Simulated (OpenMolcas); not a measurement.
# Mn+, Tc+, Re+: d5 s down the group

```json
{"Program": "OpenMolcas", "Method": "CASSCF", "Basis": "ANO-RCC-VTZP", "Scalar Hamiltonian": "DKH2, point nucleus", "Spin-orbit coupling": "RASSI with atomic mean-field integrals over the reference wave functions, term energies averaged over their components"}
```

Active space for each ion: 6 electrons in 6 orbitals (d s).

Computed levels in cm-1 above 7S3:

```tsv
Level	Mn+	Tc+	Re+
5S2	12276	17323	25207
5G4	33638	26779	26618
5G5	33638	26836	27116
5G3	33638	26715	25948
5G2	33638	26659	25376
5G6	33638	26866	27338
weight of 7S in the lowest level (%)	100	100	96
```

Mixed levels, with the weight of the term that names them: Re+ 5S2 (65 %), Re+ 5G2 (74 %).

Measured, with the error of the calculation in %. Measured levels: Mn+, Re+ from NIST Handbook of Basic Atomic Spectroscopic Data.

```tsv
Level	Mn+	Re+
5S2	9473 (+29.6)	17224 (+46.4)
5G4	27584 (+22.0)	20463 (+30.1)
5G5	27571 (+22.0)	20976 (+29.3)
5G3	27588 (+21.9)	19140 (+35.6)
5G2	27589 (+21.9)	18846 (+34.7)
5G6	27547 (+22.1)	20782 (+31.5)
```

Without spin-orbit coupling 5S lies 12265, 17368, 25242 cm-1 above 7S in that order; the difference to the level 5S2, of either sign, comes from spin-orbit coupling, which also lowers the zero.

Without dynamic correlation excited terms often stand tens of per cent too high (terms of higher spin than the ground term too low), and those without a measured partner can miss by more than the paired ones. Terms from blocks run as CI alone lack orbitals of their own. No level of 3d6 was computed, though it lies in the active space (holds for Mn+). Configurations are named by rounded mean occupations; where the s occupation lies near a half they are strongly mixed, a name can repeat and a true partner stay unpaired (holds for Tc+). Some levels mix across a computed gap that differs much from the measured one, so their mixing is not that of the real levels (holds for Re+). Computed and measured levels are paired by configuration, term and J; levels that our copy of the source lacks, or whose pairing is in doubt (as where it misses far off the trend of its configuration), stay unpaired and out of the deviations. Only configurations of the active space appear.
